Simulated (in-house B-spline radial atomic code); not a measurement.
# Binding energies in the xenon ion Xe⁺

NIST's tabulated ground configuration is [Kr] 4d10 5s2 5p5; each binding energy is the energy of the ion with one electron taken from that subshell, relaxed, less that of the parent. Level of theory: Dirac-Hartree-Fock, average of configuration, Fermi nucleus of rms radius 4.7859 fm; calculated with an all-electron radial atomic-structure program (B-spline basis). Energies include first-order Breit, QED and recoil terms.

```tsv
subshell	X-ray name	binding energy (eV)	-ε (eV)	relaxation (eV)
2s	L1	5469.9	5519.5	36.5
3s	M1	1162.4	1180.5	15.9
3d3/2	M4	700.1	718.3	17.6
3d5/2	M5	687.5	705.1	17.4
4s	N1	233.5	239.5	5.6
4d3/2	N4	79.27	83.84	4.59
4d5/2	N5	77.3	81.74	4.50
5s	O1	35.48	36.31	0.78
5p	O2,3	20.87	21.48	0.60
```

Relaxation = -ε minus the binding energy without Breit, QED and recoil terms.

**Question.** What does it cost to remove both a 3d5/2 and a 4d3/2 electron?

**Answer.** 790.03 eV, which is 23.31 eV more than the two single binding energies together.

**Question.** What does it cost to remove both a 4s and a 5p electron?

**Answer.** 266.26 eV, which is 11.9 eV more than the two single binding energies together.

**Question.** What does it cost to remove both a 3d5/2 and a 5p electron?

**Answer.** 720.43 eV, which is 12.1 eV more than the two single binding energies together.
